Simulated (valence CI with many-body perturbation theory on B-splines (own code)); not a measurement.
# Ladder of approximations for Xe⁵⁺

Computed by relativistic CI+MBPT: three valence electrons over a frozen Dirac-Fock core [Kr] 4d10, a basis of 11 s, 11 p, 9 d, 7 f, 5 g, 2 h, 1 i functions for each j, with the one-electron correlation potential Σ1, the two-electron term Σ2, the three-electron term Σ3, Breit, model QED; selected CI, second order for the rest, scaled by the run's own slope (own B-spline code, finite nucleus).

Against 16 measured levels this calculation errs by 304 cm⁻¹ on average and by 782 at most. These come from a selection out of Saloman, J. Phys. Chem. Ref. Data 33, 765 (2004). Levels without a partner in it may be off by more, other configurations by several thousand cm⁻¹.

Each rung adds one term. CI alone is the Dirac-Coulomb CI over the frozen core; QED comes last and gives the full result, which names the levels. Energies are above 5s2.5p 2P°_1/2 on the same rung, in cm⁻¹.

Names give the largest LS component (configuration and term), which can be under half, so a name can repeat, a term be missing and a line seem to break the LS rules; names also repeat where a configuration has a term twice. Letters in brackets count levels of one name in rising energy.

| Level | CI alone | + Σ1 | + Σ2 | + Σ3 | + Breit | Full |
| --- | --- | --- | --- | --- | --- | --- |
| 5s2.5p 2P°_3/2 | 14888 | 15665 | 15783 | 15787 | 15580 | 15607 |
| 5s.5p2 4P_1/2 | 86662 | 88952 | 92587 | 92573 | 92657 | 92326 |
| 5s.5p2 4P_3/2 | 93854 | 96582 | 100471 | 100470 | 100423 | 100110 |
| 5s.5p2 4P_5/2 | 100748 | 103753 | 107375 | 107378 | 107266 | 106963 |
| 5s.5p2 2D_3/2 | 120534 | 123863 | 125167 | 125180 | 125072 | 124787 |
| 5s.5p2 2D_5/2 | 124176 | 127790 | 129588 | 129607 | 129390 | 129120 |
| 5s.5p2 2P_1/2 | 143782 | 147067 | 142573 | 142471 | 142468 | 142152 |
| 5s.5p2 2S_1/2 | 158857 | 162829 | 158793 | 158687 | 158464 | 158178 |
| 5s.5p2 2P_3/2 | 163049 | 167130 | 160174 | 160075 | 159861 | 159580 |
| 5s2.5d 2D_3/2 | 180150 | 185436 | 181135 | 181148 | 180786 | 180766 |
| 5s2.5d 2D_5/2 | 182045 | 187484 | 183264 | 183284 | 182870 | 182861 |
| 4f.5s2 2F°_5/2 | 194159 | 192527 | 185897 | 185835 | 185129 | 185089 |
| 4f.5s2 2F°_7/2 | 194264 | 192860 | 186286 | 186224 | 185456 | 185420 |
| 5s2.6s 2S_1/2 | 219629 | 227575 | 224558 | 224445 | 224113 | 224260 |
| 5p3 4S°_3/2 [a] | 227424 | 233302 | 233246 | 233232 | 233270 | 232653 |
| 5p3 4S°_3/2 [b] | 236738 | 242785 | 240948 | 240941 | 240825 | 240225 |
| 5p3 2D°_5/2 | 232982 | 239411 | 241640 | 241654 | 241489 | 240931 |
| 5s.5p.5d 4F°_3/2 | 249298 | 256547 | 259848 | 259913 | 259683 | 259341 |
| 5p3 2P°_1/2 | 256183 | 262902 | 261286 | 261253 | 261092 | 260568 |
| 5s.5p.5d 4F°_5/2 | 252374 | 259780 | 263018 | 263083 | 262806 | 262471 |
| 5s2.6p 2P°_1/2 | 260431 | 268533 | 265755 | 265652 | 265393 | 265370 |
| 5p3 2P°_3/2 | 261025 | 268274 | 267607 | 267574 | 267257 | 266833 |
| 5s.5p.5d 4F°_7/2 | 257091 | 264742 | 267926 | 267988 | 267638 | 267314 |
| 5s2.6p 2P°_3/2 | 265493 | 273705 | 271184 | 271092 | 270763 | 270697 |
| 4f.5s.5p 4G_5/2 | 276269 | 276363 | 273015 | 272846 | 272281 | 271919 |
| 4f.5s.5p 4F_7/2 | 277419 | 277672 | 274391 | 274273 | 273650 | 273291 |
| 5s.5p.5d 4P°_5/2 | 267015 | 274587 | 274390 | 274407 | 274136 | 273798 |
| 5s.5p.5d 4D°_3/2 | 268463 | 276093 | 275637 | 275651 | 275373 | 275037 |
| 5s.5p.5d 4D°_1/2 | 268993 | 276637 | 275965 | 275982 | 275714 | 275384 |
| 5s.5p.5d 4F°_9/2 | 264700 | 272809 | 276387 | 276453 | 275957 | 275651 |
| 4f.5s.5p 4F_3/2 | 279737 | 279979 | 276907 | 276990 | 276364 | 276007 |

Task: How does the ionisation energy move along the ladder, and which term matters most?

Result: CI alone 65.853, + Σ1 67.212, + Σ2 66.767, + Σ3 66.753, + Breit 66.700, + QED 66.707 eV. The largest step is Σ1, 1.359 eV. NIST lists 66.703 ± 0.007 eV (measured).
